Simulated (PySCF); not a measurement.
KBe: frontier orbitals

M06 at R = 3.510 Å; basis K 3-21G, Be 3-21G; no relativity; PySCF 2.14. State: ²Σ⁺ (doublet), unpaired electrons σ ↑. Only the outer orbitals are listed, counted within each symmetry.

```tsv
spin	orbital	occ.	ε (eV)	on K (%)	main shells (%)
α	5σ	1	-38.71	100	100 K s
α	2π	1	-21.07	100	100 K p
α	2π	1	-21.07	100	100 K p
α	6σ	1	-21.00	100	100 K p
α	7σ	1	-6.03	5	94 Be s
α	8σ	1	-2.62	66	62 K s, 32 Be p
α	9σ	0	-1.10	58	42 Be p, 31 K p, 26 K s
α	3π	0	-1.08	81	81 K p, 19 Be p
α	3π	0	-1.08	81	81 K p, 19 Be p
β	5σ	1	-38.66	100	100 K s
β	2π	1	-21.04	100	100 K p
β	2π	1	-21.04	100	100 K p
β	6σ	1	-20.97	100	100 K p
β	7σ	1	-5.75	6	92 Be s
β	8σ	0	-1.04	48	47 Be p, 33 K s, 14 K p
β	3π	0	-0.58	41	59 Be p, 41 K p
β	3π	0	-0.58	41	59 Be p, 41 K p
```

Which are the highest filled and the lowest empty level, where do they sit, and how wide is the gap?

Highest filled α 8σ at -2.62 eV (in %: 62 K s, 32 Be p); lowest empty α 9σ at -1.10 eV (in %: 42 Be p, 31 K p, 26 K s); the gap at M06 is 1.52 eV.

| Item | Value |
| --- | --- |
| bond order (Mayer) | 0.61 |
| ⟨S²⟩ | 0.758 |
| charge on K (Mulliken, basis-dependent) | 0.22 |
| charge on K (Löwdin, basis-dependent) | 0.01 |
| dipole moment (positive dipole means K(−)Be(+)) | -2.51 D |

3-21G is very small, so such numbers show the basis as much as the molecule. The state is the lowest determinant that a PBE0 search found; another state may lie lower at other levels.
